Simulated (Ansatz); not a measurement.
Two structures of SiH₄O₄, closed shell, reached by relaxing down either side of one saddle point (PBE0-D4/def2-TZVP). Energies are electronic, without zero-point energy. Computed with Ansatz 0.2.0 (basis: def2-TZVPP and def2-QZVPP); correlated methods freeze the cores. Extrapolation: Hartree–Fock as exp(−7.88 √X), correlation as X^−2.97. First:

Si1  (0.000, 0.000, 0.000)
O2  (1.355, 0.587, 0.693)
O3  (-0.631, -1.070, 1.057)
H4  (-0.007, -1.601, 1.553)
O5  (-1.173, 1.092, -0.305)
O6  (0.449, -0.608, -1.445)
H7  (1.990, 1.002, 0.108)
H8  (-1.737, 1.331, 0.432)
H9  (-0.246, -0.732, -2.093)
(Å)

Second:

```xyz
9
angstrom
Si -0.4104 -0.4198 -0.1008
O 1.3186 0.0256 0.6456
O -0.8631 -1.2999 1.0602
H 1.1596 -0.4543 1.4801
O -0.9445 1.1184 -0.3415
O 0.0467 -0.9606 -1.5618
H 1.4190 0.9658 0.8411
H -1.6309 1.3861 0.2737
H -0.0951 -0.3616 -2.2965
```

Which bonds change from the first to the second?

SiH₄O₄ ([OH][Si]([OH])([OH])[OH]) → SiH₂O₃ ([O][Si]([OH])[OH]) + H₂O (still joined by a long Si–O bond); bonds formed: O2–H4; bonds broken: O3–H4; bonds weakened to dative contacts: Si1–O2.

Give the saddle point's structure and its height above each. (Judge from chemistry; the value comes from the calculation.)

By the calculation: 226.3 kJ/mol above the first and 14.1 kJ/mol above the second (CCSD(T) at an estimated basis limit (MP2 extrapolated from triple and quadruple zeta, plus CCSD(T) − MP2 in triple zeta)).
```xyz
9
angstrom
Si -0.2958 -0.3386 -0.1251
O 1.3484 0.0444 0.6603
O -0.5823 -1.1965 1.1365
H 0.8010 -0.5636 1.3636
O -1.0109 1.1078 -0.3921
O 0.0523 -0.9598 -1.5770
H 1.4822 0.9438 0.9803
H -1.6213 1.3877 0.2935
H -0.1736 -0.4254 -2.3400
```

No T1 diagnostic of these runs exceeds 0.014.

Labels in which every atom is bracketed show which atoms are joined, not bond orders.

For scale, one of the runs: CCSD(T)/def2-TZVPP, 222 basis functions, launched by `ansatz run in.yaml --threads 4 --pin off --events-out ev --progress --plain --max-ram 9574MiB`. Time: 91 s of wall clock on 4 CPU threads of an Arm Neoverse V2; the host was shared. Peak host memory: 3.7 GiB.
